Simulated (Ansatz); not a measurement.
## A ladder of methods for SnO (SMILES [O]=[Sn])

The species is SnO (2 atoms), meant as a singlet with charge 0. As SMILES, `[O]=[Sn]`. The shape comes from GFN2-xTB, which is rough for such elements, and wasn't checked as a minimum.

```xyz
2

O     0.0000    0.0000    0.0000
Sn    0.0000    0.0000    1.8036
```

Each level gives the energy change with the O1–Sn2 bond stretched from 1.804 to 2.705 Å (eV). The values are calculated.

| level | kind | program | value (eV) | CPU time (all runs) |
| --- | --- | --- | --- | --- |
| HF/STO-3G (restricted) | Hartree–Fock | Ansatz | 5.40 | 1.2 s |
| revPBE/STO-3G (restricted) | GGA | Ansatz | 5.19 | 6 s |
| r2SCAN/STO-3G (restricted) | meta-GGA | Ansatz | 5.82 | 17 s |
| B3LYP/STO-3G (restricted) | global hybrid | Ansatz | ? | 2.9 s |
| PBE0/STO-3G (restricted) | global hybrid | Ansatz | 6.32 | 2.9 s |
| r2SCAN0/STO-3G (restricted) | hybrid meta-GGA | Ansatz | ? | 8 s |
| RPA@PBE/STO-3G (restricted) | RPA | Ansatz | 4.08 | 8.4 s |
| FCI/STO-3G | exact in the basis | Ansatz | 4.07 | 4.1 s |

Question: Estimate the missing values from the other rows.

Answer: As computed at these levels: B3LYP/STO-3G (restricted): 6.10 eV; r2SCAN0/STO-3G (restricted): 6.63 eV. Spin-restricted single references rise too steeply as a bond breaks. All-electron rows without a relativistic Hamiltonian named are non-relativistic. The first shape isn't each level's own minimum. The values span 4.07 to 6.63 eV. All rows use very small basis sets, so even the best lies far from the true value. Times are those of the runs behind each value, whatever else they computed, on shared processors of several kinds: orders of magnitude only.
